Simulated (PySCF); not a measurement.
# The second ionisation energy along group 14

Calculated with PySCF 2.14 from differences of total energies of unrestricted determinants, without spin-orbit coupling. Values in eV. The last column holds reference values (NIST; (s) semi-empirical, (t) theoretical, else measured). Unmarked ones compare directly (S terms, centres of terms, or small fine structure); those marked * lie between the lowest fine-structure levels and include a spin-orbit shift.

| element | configurations | UHF | MP2 (valence) | SCS-MP2 (valence) | reference |
| --- | --- | --- | --- | --- | --- |
| C (x2c-TZVPall, spin-free X2C) | [He] 2s2 2p1 → [He] 2s2 | 24.166 | 24.369 | 24.331 | 24.378 |
| Ge (x2c-TZVPall, spin-free X2C) | [Ar] 3d10 4s2 4p1 → [Ar] 3d10 4s2 | 15.199 | 15.437 | 15.426 | 15.789 |
| Sn (x2c-TZVPall, spin-free X2C) | [Kr] 4d10 5s2 5p1 → [Kr] 4d10 5s2 | 13.717 | 13.906 | 13.893 | 14.282 |

| method | elements | mean error (eV) | mean absolute error (eV) | largest error (eV) |
| --- | --- | --- | --- | --- |
| UHF | 3 | -0.455 | 0.455 | -0.590 |
| MP2 (valence) | 3 | -0.245 | 0.245 | -0.375 |
| SCS-MP2 (valence) | 3 | -0.266 | 0.266 | -0.388 |

Errors include the incompleteness of the basis and the frozen core.

"Valence" correlates the outer s and p shells and, in groups 3 to 12 and the f block, the outer d or f shell, open or full, or the next shell where the ion has no valence electron left; the wider scheme adds the next inner shell.
